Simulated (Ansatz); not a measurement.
The molecule MgSi+, multiplicity 2 (lowest of 2S+1 = 2, 4 at CCSD(T)/def2-TZVPP on PBE0 minima; our sources give no spin for the ground state, which may be another). The T1 diagnostic near the minimum is 0.067, so single-reference values are doubtful.

The constants come from a fifth-degree fit in 1/R (seven points, main isotopes). Runs in def2 and cc sets follow the lowest solution found near the PBE0 minimum.

Run with Ansatz (Gaussian orbitals). Values without a source in brackets are computed.

```
level                 r_e (Å)  ω_e (cm⁻¹)  B_e (cm⁻¹)  α_e (cm⁻¹)
--------------------  -------  ----------  ----------  ----------
SVWN5/def2-TZVPP        2.675         286       0.182      0.0015
PBE/def2-TZVPP          2.716         273       0.177      0.0015
r2SCAN/def2-TZVPP       2.715         272       0.177      0.0016
B97M-V/def2-TZVPP       2.690         282       0.180      0.0015
B3LYP/def2-TZVPP        2.722         267       0.176      0.0015
PBE0/def2-TZVPP         2.702         279       0.179      0.0015
BHLYP/def2-TZVPP        2.714         269       0.177      0.0016
CAM-B3LYP/def2-TZVPP    2.699         273       0.179      0.0016
wB97X-V/def2-TZVPP      2.685         289       0.181      0.0015
wB97M-V/def2-TZVPP      2.696         280       0.180      0.0015
```

Doubts at one or more of the structures used: a spin-contaminated determinant (r2SCAN/def2-TZVPP).

Ansatz is a first-principles code.
